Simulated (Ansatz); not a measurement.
Isolated molecules relaxed with PBE0-D4/def2-TZVP in Ansatz; ΔE leaves out vibrations. CBS: MP2 limit from def2 TZ/QZ plus the TZ coupled-cluster correction, frozen cores. DFT in def2-TZVPP. HSE06 is defined as in plane-wave codes. Elements past krypton have def2 core potentials. For Br, In outer-core shells are correlated without core-valence functions, which leaves a few kJ/mol of doubt a bond. Scalar relativity is left out up to krypton. Each species was taken in one conformer, which may not be the lowest.

Consider the cleavage of the Si–In bond: `[F][InH][SiH3]` + `[OH][Al]([OH])[Br]` → `[OH][Al]([Br])[O][SiH3]` + `[F][InH2]`.

`[F][InH][SiH3]`:

```xyz
7

F     1.733    0.090    2.047
In    1.391   -0.104    0.119
Si   -1.126    0.060   -0.310
H     2.878   -0.324   -0.704
H    -1.620    1.374    0.176
H    -1.818   -1.027    0.431
H    -1.439   -0.069   -1.758
```

`[OH][Al]([OH])[Br]`:

```xyz
6

O    -0.856   -1.403    0.159
Al    0.035    0.017    0.043
O    -0.104    0.928   -1.361
Br    1.378    0.680    1.725
H    -0.825   -1.969    0.928
H     0.373    1.745   -1.494
```

`[OH][Al]([Br])[O][SiH3]`:

Z-matrix (Å, degrees):
```
Si
O 1 1.630
H 1 1.486 2 109.4
H 1 1.487 2 110.8 3 120.3
H 1 1.486 2 109.4 3 -119.5
Al 2 1.672 1 158.8 3 -116.5
Br 6 2.233 2 120.1 1 1.2
O 6 1.680 2 122.1 1 -178.8
H 8 0.956 6 122.9 2 0.0
```

`[F][InH2]`:

Cartesian coordinates in Å:
```
F 0.094 1.680 0.540
In -0.010 -0.184 -0.059
H -0.617 -0.263 -1.648
H 0.534 -1.233 1.167
```

```tsv
level	ΔE (kcal/mol)
r2SCANh-D4	-16.4
HSE06-D4	-13.7
PBE-QIDH	-16.5
PBE	-11.1
PBE0	-13.4
BHLYP	-19.8
RPA@PBE/def2-TZVPP	-18.3
HF/def2-SVP	-21.9
```

Task: What does CCSD(T)/CBS give? (Estimate.)

Result: Computed: -17.0 kcal/mol. The listed levels differ from it by 0.6, 3.3, 0.5, 5.9, 3.6, -2.8, -1.3, -4.9 kcal/mol.

Largest T1 diagnostic among the species: 0.016.

Leaving LDA and LC-ωPBE aside and taking each functional with its dispersion term where it has one, the values, not all of them listed here, spread over 8.5 kcal/mol, from BHLYP-D4 to PBE-D4. LDA lies −1.2 kcal/mol from PBE without D4. From r2SCAN to r2SCAN0 (25 % exact exchange), in def2-TZVPP and without D4, ΔE moves by −0.8 kcal/mol. In def2-TZVPP, CCSD(T) changes the Hartree–Fock value by +6.1 kcal/mol (the triples alone add +0.8 kcal/mol) and MP2 by +5.7 kcal/mol.
